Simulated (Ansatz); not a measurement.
CuSiNH₅ (charge +1), closed shell: a pair in one relaxed arrangement.

Input (in.yaml):

```yaml
crystal:
  periodic: [false, false, false]
  atoms:
    - {symbol: Cu, position_ang: [-0.407541, -1.463884, -1.789804]}
    - {symbol: Si, position_ang: [-0.406883, 0.318182, 0.805712]}
    - {symbol: N, position_ang: [0.524710, -0.169498, -0.688190]}
    - {symbol: H, position_ang: [-1.670436, 0.876160, 0.283123]}
    - {symbol: H, position_ang: [-0.604091, -0.946400, 1.542493]}
    - {symbol: H, position_ang: [0.399761, 1.305126, 1.550500]}
    - {symbol: H, position_ang: [1.430976, -0.563504, -0.437247]}
    - {symbol: H, position_ang: [0.733604, 0.643818, -1.266486]}
basis:
  gaussian: {orbitals: "def2-TZVPPD.json"}
total_charge: 1
hamiltonian: {xc: {name: wB97M-V}}
```

The basis file named in the input lies beside it (Basis Set Exchange, JSON).

Command:

```bash
ansatz run in.yaml --threads 4 --pin off --events-out ev --progress --plain --max-ram 9574MiB
```

The run's output (Ansatz 0.2.0):

```
Functional definition: wB97M-V
  name "wB97M-V"
  cite "Mardirossian & Head-Gordon, J. Chem. Phys. 144, 214110 (2016) doi:10.1063/1.4952647"
  cite "Becke, J. Chem. Phys. 107, 8554 (1997) doi:10.1063/1.475007"
  cite "Vydrov & Van Voorhis, J. Chem. Phys. 133, 244103 (2010) doi:10.1063/1.3521275"
  # Of w^i u^j: cxij and so on, Table III.
  parameter omega = 0.3/bohr
  parameter cx = 0.15
  parameter cx01 = 1.007
  parameter cx10 = 0.259
  parameter css00 = 0.443
  parameter css04 = -1.437
  parameter css10 = -4.535
  parameter css20 = -3.390
  parameter css43 = 4.278
  parameter cos00 = 1.000
  parameter cos10 = 1.358
  parameter cos20 = 2.924
  parameter cos21 = -8.812
  parameter cos60 = -1.390
  parameter cos61 = 9.142
  parameter b = 6.0
  parameter c = 0.01
  gx(w, u) = 1 - cx + cx01*u + cx10*w
  gss(w, u) = css00 + css04*u^4 + css10*w + css20*w^2 + css43*w^4*u^3
  gos(w, u) = cos00 + cos10*w + (cos20 + cos21*u)*w^2 + (cos60 + cos61*u)*w^6
  exchange = spin_sum(e_x_unif_sr(omega)*gx(b97_w, b97_u_x)) + cx*exact_x_sr(omega) + exact_x_lr(omega)
  correlation = spin_sum(e_c_pw_mod_same_spin*gss(b97_w, b97_u_same))
      + integral(e_c_pw_mod_opposite_spin*gos(b97_w_opposite, b97_u_opposite)) + vv10(b, c)
1337 factors; their error is unknown
314 factors; integrals over basis functions are off by at most 3.1e-5 eV
mean field evaluation 1: about -54062.2651 eV, gradient 1.4e2 eV
mean field evaluation 2: about -53197.8299 eV, gradient 6.4e2 eV
mean field evaluation 4: about -54078.3288 eV, gradient 4.6e1 eV
mean field evaluation 8: about -54081.2713 eV, gradient 3.8e-1 eV
mean field evaluation 16: about -54081.3409 eV, gradient 2.5e-3 eV
mean field -54081.34092474 eV, -1987.4526213347 hartree, gradient 2.9e-5 eV, S^2 0.000000; 0 other end points of the search recorded, 0 dependent functions left out
reference -54081.34098490 eV, -1987.4526235455 hartree; 27, 27 occupied and 210, 210 virtual orbitals, 1337 factors
Total energy: -54081.34098490 eV, -1987.4526235455 hartree
```

Hardware: 4 CPU threads of an Arm Neoverse V2, shared host. Wall time 9.5 s; peak host memory 0.65 GiB.
